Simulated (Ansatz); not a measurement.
Gas-phase electronic energies from Ansatz, PBE0-D4/def2-TZVP geometries. CCSD(T)/CBS is the MP2 limit (def2-TZVPP, def2-QZVPP) plus CCSD(T) − MP2 in def2-TZVPP, frozen cores. This one scheme is used for every species. Functionals use def2-TZVPP. Open shells (•) are unrestricted, without spin–orbit coupling. For Ge outer-core shells are correlated without core-valence functions, which leaves a few kJ/mol of doubt a bond. Scalar relativity is left out up to krypton. One conformer a species, not always the lowest.

Consider the homolysis of the Ge–O bond: `[OH][GeH2][SH]` → `[SH][GeH2]`• + `[OH]`•.

`[OH][GeH2][SH]`:

Cartesian coordinates in Å:
```
O -1.363 0.765 0.301
Ge -0.223 -0.468 -0.280
S 1.826 -0.063 0.472
H -1.303 0.896 1.250
H -0.573 -1.859 0.271
H -0.314 -0.359 -1.803
H 1.951 1.088 -0.211
```

`[SH][GeH2]`•:

Z-matrix (Å, degrees):
```
Ge
S 1 2.220
H 1 1.550 2 109.5
H 1 1.545 2 104.6 3 -118.8
H 2 1.343 1 94.4 3 -47.2
```

`[OH]`•:

Cartesian coordinates in Å:
```
O -0.307 0.366 -0.094
H 0.307 -0.366 0.094
```

```csv
level,ΔE (kJ/mol)
r2SCAN-D4,422.5
BLYP,408.6
CCSD(T)/def2-SVP,417.6
CCSD/CBS(def2),441.3
```

Task: What does CCSD(T)/CBS give? (Estimate.)

Result: Computed: +452.1 kJ/mol. The listed levels differ from it by -29.6, -43.5, -34.5, -10.8 kJ/mol.

Task: What do rigid-rotor, harmonic-oscillator terms from PBE0-D4/def2-TZVP frequencies (298.15 K, 1 bar) make of the CCSD(T)/CBS value? (Estimate.)

Result: Computed: ΔZPE = -19.0 kJ/mol, ΔH = +438.1 kJ/mol, ΔS = 156 J/(mol·K), ΔG = +391.7 kJ/mol. Open shells count their whole term as degenerate.

Largest T1 diagnostic among the species: 0.014.

Leaving LDA and LC-ωPBE aside and taking each functional with its dispersion term where it has one, the values, not all of them listed here, spread over 36.2 kJ/mol, from BHLYP-D4 to ωB97X-V. LDA lies +78.7 kJ/mol from PBE without D4, its usual overbinding. From r2SCAN to r2SCAN0 (25 % exact exchange), in def2-TZVPP and without D4, ΔE moves by −10.3 kJ/mol: exact exchange takes away binding that semilocal exchange gives to molecules.
